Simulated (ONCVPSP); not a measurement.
Scattering properties, ONCV potential for V

| Property | Result |
| --- | --- |
| Element | vanadium |
| Generator | ONCVPSP 4.0.1 |
| Type | optimised norm-conserving Vanderbilt (ONCV) |
| Functional | PBEsol |
| Relativity | scalar-relativistic |
| Frozen core | [Ne] |
| Valence charge | 13 |
| Reference configuration | 3s2 3p6 3d3 4s2 |
| Partial waves | 3s+4s: rc 1.55 bohr, ncon 4, nbas 7, qcut 9.2 1/bohr, 2 projectors; 3p: rc 1.50 bohr, ncon 5, nbas 8, qcut 9.8 1/bohr, 2 projectors, debl 0.8 Ha; 3d: rc 1.30 bohr, ncon 3, nbas 7, qcut 11.5 1/bohr, 2 projectors, debl 3.6 Ha |
| Local potential | polynomial inside 1.20 bohr (lpopt 3, dvloc0 0 Ha) |
| Core correction | polynomial model core, fcfact 0.25 |

In the p channel the program set the typed energies aside and used -1.615, 0.250 Ha.

The phase is arctan(r·R′/R) of the radial function R(r), unwrapped; energies in Ha, scanned from -4 to 5 Ha. A pole is an energy at which the radial function vanishes at the test radius. The pseudo phase is shifted by a multiple of π to meet the all-electron one at the reference energy, and phase errors are pseudo minus all-electron; the curves can meet again beyond the range given. Levels narrower than the energy grid can be missing from the lists of poles.

| channel | radius (bohr) | reference energy (Ha) | poles, all-electron | poles, pseudo | unbroken range about the reference energy with phases within 0.05 rad | phase error 1 Ha above the reference energy (rad) |
| --- | --- | --- | --- | --- | --- | --- |
| s | 1.58 | -0.17 | -2.11 | -2.11 | the whole range | +0.000 |
| p | 1.52 | -1.62 | -0.90 | -0.90 | the whole range | -0.000 |
| d | 1.32 | -0.19 | 1.32 | 1.32 | the whole range | +0.000 |

Phases in the d channel:

```csv
E (Ha),all-electron,pseudo
-3.98,1.175,1.175
-3.74,1.154,1.154
-3.50,1.130,1.131
-3.26,1.103,1.103
-3.02,1.069,1.070
-2.78,1.030,1.030
-2.54,0.981,0.981
-2.30,0.919,0.919
-2.06,0.838,0.839
-1.82,0.731,0.732
-1.58,0.584,0.585
-1.34,0.379,0.380
-1.10,0.102,0.102
-0.86,-0.235,-0.235
-0.62,-0.571,-0.571
-0.38,-0.846,-0.846
-0.14,-1.050,-1.050
0.10,-1.198,-1.198
0.34,-1.308,-1.308
0.58,-1.393,-1.393
0.82,-1.461,-1.461
1.06,-1.518,-1.518
1.30,-1.567,-1.567
1.54,-1.611,-1.611
1.78,-1.653,-1.653
2.02,-1.693,-1.693
2.26,-1.734,-1.734
2.50,-1.776,-1.776
2.74,-1.822,-1.822
2.98,-1.873,-1.873
3.22,-1.931,-1.931
3.46,-2.002,-2.002
3.70,-2.090,-2.090
3.94,-2.203,-2.203
4.18,-2.354,-2.353
4.42,-2.557,-2.556
4.66,-2.824,-2.821
4.90,-3.140,-3.134
```
